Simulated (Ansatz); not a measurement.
A nudged elastic band was laid between two geometries of Al2FH5O2 (10 atoms, charge 0, multiplicity 1).

Method: Ansatz 0.2.0, RKS PBE-D4/def2-SVP.

```yaml
movable_images: 9
climbing_image: yes
spring: 5.0 eV/Å²
optimiser: quadratic models (default)
start_path: through a guess of the saddle point
force_threshold: 0.05 eV/Å
iteration_limit: 60
end_points: relaxed
```

Initial state:

```xyz
10
Properties=species:S:1:pos:R:3
Al 0.051 0.167 0.321
F -0.172 -1.082 1.430
H 1.310 0.103 -0.638
O -1.526 0.631 -0.560
H -1.743 0.414 -1.481
O -0.294 1.779 1.202
Al -1.904 2.262 0.325
H -3.112 2.172 1.366
H -1.721 3.466 -0.709
H -0.145 1.904 2.155
```

Final state:

```xyz
10
Properties=species:S:1:pos:R:3
Al 0.049 0.168 0.324
F -0.166 -1.080 1.436
H 1.301 0.102 -0.645
O -1.533 0.625 -0.553
H -1.739 0.419 -1.479
O -0.292 1.782 1.200
Al -1.903 2.262 0.324
H -1.719 3.457 -0.720
H -3.108 2.182 1.369
H -0.148 1.900 2.155
```

Which bonds break or form, and what moves?

No bond is made or broken.  The two ends are copies of one structure, up to a mirror image or an exchange of like atoms.

What energy profile does the band end with?

The forces met the threshold. The highest image is number 7 of 0 to 10, 0.98 eV above the ends, which have the same energy within 2 meV. Beside the main top the profile has a ripple of under 15 meV (maxima at images 1, 7), which may be a very shallow well or noise. A vibrational analysis at the climbing image gives one clearly imaginary mode, 405i cm⁻¹: a first-order saddle point.

```tsv
image	path coordinate (Å)	energy (eV)
0	0.00	0.00
1	0.54	0.02
2	1.07	0.01
3	1.61	0.04
4	2.15	0.23
5	2.69	0.54
6	3.22	0.84
7	3.76	0.98
8	4.59	0.68
9	5.43	0.20
10	6.27	0.00
```

What is the geometry of the highest image?


```xyz
10
Properties=species:S:1:pos:R:3:forces:R:3
Al 0.124 0.091 0.375 0.00 0.00 0.00
F -0.262 -1.227 1.355 0.00 0.00 0.00
H 1.511 0.057 -0.393 0.00 0.00 0.00
O -1.345 0.645 -0.597 0.00 0.01 0.00
H -1.859 0.261 -1.325 0.00 0.00 0.00
O -0.326 1.682 1.199 0.00 0.00 0.00
Al -1.920 2.258 0.284 0.00 0.00 -0.01
H -3.171 2.359 -0.744 0.00 0.00 0.00
H -2.018 3.529 1.285 0.00 0.01 0.00
H 0.009 2.163 1.972 0.00 0.00 0.00
```

Run time: 6.8 min on 2 threads of Intel(R) Xeon(R) Platinum 8375C CPU @ 2.90GHz (Ice Lake) (shared host), peak memory 0.17 GiB.
